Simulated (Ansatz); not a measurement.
C$_{5}$H$_{13}$NO$_{2}$Si$_{2}$ (`C=C[Si@@H](O)N(C)[Si@@H](O)C=C`), relaxed with RKS PBE0-D4/def2-TZVP in Ansatz 0.2.0 from a PBE-D4/def2-SVP geometry. The force threshold is 0.005 eV/Å; the program also tests the step.

Total charge 0; spin multiplicity 1.

Start:

```xyz
23

C     1.880    2.702   -1.748
C     1.195    2.120   -0.743
Si    1.580    0.414   -0.087
O     2.860   -0.103   -1.058
N     0.191   -0.652   -0.227
C    -0.404   -0.793   -1.569
Si   -0.691   -1.354    1.122
O    -1.031   -2.973    0.790
C    -2.362   -0.567    1.399
C    -2.647    0.148    2.506
H     2.734    2.190   -2.224
H     1.621    3.702   -2.138
H     0.346    2.668   -0.291
H     1.940    0.414    1.373
H     3.223   -0.971   -0.813
H    -0.964   -1.749   -1.646
H    -1.102    0.037   -1.820
H     0.386   -0.811   -2.349
H     0.168   -1.157    2.341
H    -0.245   -3.505    0.576
H    -3.144   -0.667    0.622
H    -1.908    0.274    3.319
H    -3.626    0.634    2.664
```

```csv
step,energy (eV),largest force (eV/Å),largest move (Å)
1,-26725.3399,0.875,0.000
2,-26725.4756,0.515,0.050
3,-26725.4903,0.343,0.066
4,-26725.4975,0.213,0.100
5,-26725.5042,0.055,0.052
6,-26725.5048,0.031,0.013
7,-26725.5052,0.026,0.013
8,-26725.5054,0.019,0.011
9,-26725.5055,0.010,0.009
10,-26725.5055,0.008,0.006
11,-26725.5056,0.009,0.017
12,-26725.5056,0.014,0.020
13,-26725.5057,0.014,0.017
14,-26725.5057,0.009,0.007
15,-26725.5057,0.005,0.005
16,-26725.5057,0.007,0.002
17,-26725.5057,0.003,0.001
```

End:

```xyz
23

C     1.880    2.670   -1.718
C     1.198    2.087   -0.735
Si    1.562    0.388   -0.097
O     2.809   -0.138   -1.042
N     0.182   -0.638   -0.217
C    -0.440   -0.745   -1.543
Si   -0.669   -1.339    1.108
O    -0.953   -2.940    0.826
C    -2.350   -0.607    1.372
C    -2.625    0.150    2.431
H     2.714    2.168   -2.199
H     1.636    3.665   -2.081
H     0.369    2.633   -0.287
H     1.941    0.392    1.340
H     3.198   -0.984   -0.815
H    -0.999   -1.680   -1.633
H    -1.127    0.084   -1.741
H     0.320   -0.743   -2.329
H     0.165   -1.109    2.316
H    -0.192   -3.483    0.615
H    -3.141   -0.782    0.644
H    -1.878    0.351    3.195
H    -3.601    0.599    2.590
```

Hardware: 6 threads of an AMD EPYC 7R13 on a shared host and a share of an NVIDIA H100 80 GB. Wall time 78 s, peak host memory 1.1 GiB.
